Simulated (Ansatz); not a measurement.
`[OH][Nb]([F])([F])([F])[F]` + H₂O → `[OH][Nb]([OH])([F])([F])[F]` + H–F at 400 K and 1 bar (formal hydrolysis of the Nb–F bond).

Calculated with Ansatz (gas phase, PBE0-D4/def2-TZVP geometries, no zero-point term in ΔE). CCSD(T)/CBS adds triple-zeta CCSD(T) − MP2 to the extrapolated MP2 energy (def2 sets, frozen cores). This one scheme is used for every species. Elements past krypton have def2 core potentials. For Nb outer-core shells are correlated without core-valence functions, which leaves a few kJ/mol of doubt a bond. One conformer a species, not always the lowest.

```
                      species  CCSD(T)/CBS energy (Eh)  H − E (kJ/mol)  S (J/(mol·K))
 `[OH][Nb]([F])([F])([F])[F]`               -532.14048            94.3          400.5
                          H₂O                -76.37941            69.8          198.6
`[OH][Nb]([OH])([F])([F])[F]`               -508.11312           125.5          428.6
                          H–F               -100.39570            36.5          182.2
```

H − E and S are ideal-gas, rigid-rotor, harmonic terms from PBE0-D4/def2-TZVP, for one conformer and one mirror image of each species. 1 Eh = 2625.50 kJ/mol, R = 8.31446 J/(mol·K).

By hand: ΔE, ΔH, ΔS and ΔG.

ΔE = (-508.11312) + (-100.39570) − (-532.14048) − (-76.37941) = 0.01107 Eh = 29.1 kJ/mol. Δ(H − E) = 125.5 + 36.5 − 94.3 − 69.8 = -2.1, so ΔH = 27.0 kJ/mol. ΔS = 428.6 + 182.2 − 400.5 − 198.6 = 11.7 J/(mol·K). ΔG = 27.0 − 400 × (11.7)/1000 = 22.3 kJ/mol.

By hand: the equilibrium constant, and the temperature at which ΔG would vanish if ΔH and ΔS stayed fixed.

log₁₀ K = −ΔG/(RT ln 10) = -2.9. ΔG = 0 at ΔH/ΔS = 2308 K, though so small a ΔS makes that figure unsure.

The number of gas molecules stays the same, so ΔS is small and ΔH decides. A doubt of 5 kJ/mol in ΔE shifts log₁₀ K by 0.7 here. Other conformers and mirror images would add mixing entropy, several J/(mol·K) or more a flexible species. Modes under 60 cm⁻¹, often nearly free rotors, make the harmonic entropy too high. These are equilibria of isolated gas molecules and say nothing of rates. Largest T1 diagnostic: 0.020 (customary marks: 0.02 for closed shells, 0.045 for open ones).
